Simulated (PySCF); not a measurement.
SnCl₂, SMILES [Cl][Sn][Cl] (connectivity only; charge and spin as stated), neutral, multiplicity 1.

Geometry: PBE0-D3(BJ)/def2-TZVP. The isomer is the one that the SMILES or the coordinates give; other isomers of the formula were not compared. The def2 effective core potentials stand for the cores of Sn; spin–orbit coupling is left out.

Calculation: PySCF with HF/def2-TZVPD.

Isolated molecule, no solvent.

```yaml
total_energy: -1132.49763 hartree
point_group: C2v
highest_occupied_level: -10.31 eV
lowest_empty_level: -0.46 eV
orbital_gap: 9.85 eV
dipole_moment: 3.39 D
quadrupole, principal values (traceless, Buckingham form, about the centre of nuclear charge): -8.35, 0.32, 8.03 D·Å
mean_static_polarisability: 67.3 bohr³ (9.97 Å³)
polarisability_principal_values: 53.7, 68.1, 80.1 bohr³
```
